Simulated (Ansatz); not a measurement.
Start from `[CH3][Zn][S][Si](Cl)(Cl)Cl` and change one atom or group to get `CO[Si](Cl)(Cl)Cl`.

Ansatz, PBE0-D4/def2-TZVP geometries, multiplicity 1. Each molecule was computed in one conformer, which needn't be the lowest. `[CH3][Zn][S][Si](Cl)(Cl)Cl` holds a close contact that its SMILES doesn't draw: Cl···Zn 2.90 Å.

Scalar relativity is left out up to krypton.

| property | `[CH3][Zn][S][Si](Cl)(Cl)Cl` |
| --- | --- |
| size of the dipole moment (PBE/def2-TZVPP) / D | 2.14 |
| ideal-gas entropy at 298 K and 1 bar (rigid rotor, harmonic PBE0-D4/def2-TZVP) / J/(mol·K) | 474 |
| size of the dipole moment (B3LYP/def2-TZVPP) / D | 2.14 |
| HOMO–LUMO gap (PBE0/def2-TZVPP) / eV | 7.18 |
| size of the dipole moment (ωB97M-V/def2-TZVPP) / D | 2.05 |
| HOMO–LUMO gap (PBE/def2-TZVPP) / eV | 5.11 |

(1) Give the same properties after the change, and the shifts. (Best estimate.)

Answers

(1) Computed: 
```
                                                                                  property  `CO[Si](Cl)(Cl)Cl`  shift
                                            size of the dipole moment (PBE/def2-TZVPP) / D                1.83  -0.31
ideal-gas entropy at 298 K and 1 bar (rigid rotor, harmonic PBE0-D4/def2-TZVP) / J/(mol·K)                 390    -84
                                          size of the dipole moment (B3LYP/def2-TZVPP) / D                1.91  -0.23
                                                      HOMO–LUMO gap (PBE0/def2-TZVPP) / eV                9.19   2.01
                                        size of the dipole moment (ωB97M-V/def2-TZVPP) / D                1.90  -0.15
                                                       HOMO–LUMO gap (PBE/def2-TZVPP) / eV                6.57   1.46
```

With PBE0 the HOMO falls by 1.18 eV and the LUMO rises by 0.83 eV, so the gap widens by about 2.01 eV. PBE moves the HOMO by -0.83 eV and ωB97M-V by -1.37 eV. The zero-point energy changes by 12.4 kJ/mol with -3 modes. Dipoles are sizes alone; their direction can turn. Modes under 60 cm⁻¹, often nearly free rotors, make the harmonic entropy too high.

B3LYP here is the variant with VWN-RPA as its local correlation; programs differ in this.
